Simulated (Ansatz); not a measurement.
Total energies of ClH8NSi3 (`[SiH3]N([SiH3])[SiH2]Cl`).

| atom | x (Å) | y (Å) | z (Å) |
| --- | --- | --- | --- |
| Si1 | -1.7141 | 0.1548 | -0.2445 |
| N2 | -0.0078 | 0.0346 | 0.0903 |
| Si3 | 1.0255 | 1.3966 | -0.2491 |
| Si4 | 0.6794 | -1.4459 | 0.6188 |
| Cl5 | 0.7634 | -2.8305 | -0.9021 |
| H6 | -2.3488 | -1.1056 | 0.2187 |
| H7 | -1.9684 | 0.3355 | -1.6965 |
| H8 | -2.2984 | 1.3115 | 0.4826 |
| H9 | 1.5628 | 1.9918 | 1.0018 |
| H10 | 2.1658 | 0.9881 | -1.1085 |
| H11 | 0.1988 | 2.4098 | -0.9558 |
| H12 | 2.0713 | -1.1806 | 1.0514 |
| H13 | -0.1296 | -2.0598 | 1.6930 |

Charge 0, multiplicity 1. All single points use the PBE0-D4/def2-TZVP geometry. It is one conformer, not always the lowest. Basis def2-TZVPP, the Gaussian-basis code of Ansatz.

RPA on PBE orbitals: Hartree–Fock energy of these orbitals -1385.53194 Eh, correlation -1.38964 Eh (frozen core).

```tsv
functional	energy without D4 (Eh)	D4 term (kJ/mol)
BHLYP	-1388.39690	-53.8
PBE-QIDH	-1387.49609	–
```

Task: Give the same for LDA (SPW92), PBE, revPBE, BLYP, r2SCAN, B97M-V, PBE0, B3LYP, r2SCANh, r2SCAN0, HSE06 (plane-wave form), CAM-B3LYP, LC-ωPBE, ωB97X-V, ωB97M-V, B2PLYP. (Estimate.)

Result: Ansatz gave: 
```
             functional  energy without D4 (Eh)  D4 term (kJ/mol)
            LDA (SPW92)             -1382.93879                 –
                    PBE             -1387.69241             -39.8
                 revPBE             -1388.12171            -105.2
                   BLYP             -1388.37009             -84.9
                 r2SCAN             -1388.28033              -9.9
                 B97M-V             -1388.07465                 –
                   PBE0             -1387.83154             -34.3
                  B3LYP             -1388.50698             -64.5
                r2SCANh             -1388.27278             -10.7
                r2SCAN0             -1388.26271             -11.9
HSE06 (plane-wave form)             -1387.80044             -32.3
              CAM-B3LYP             -1388.43064             -35.5
                LC-ωPBE             -1387.99390                 –
                ωB97X-V             -1388.20612                 –
                ωB97M-V             -1388.30347                 –
                 B2PLYP             -1387.88461                 –
```

B3LYP takes the VWN-RPA correlation (the form of Gaussian; ORCA's B3LYP/G). HSE06 is the plane-wave form, built on full-range PBE exchange. The double hybrids freeze the cores in their second-order part.

LC-ωPBE has ω = 0.4 bohr⁻¹.
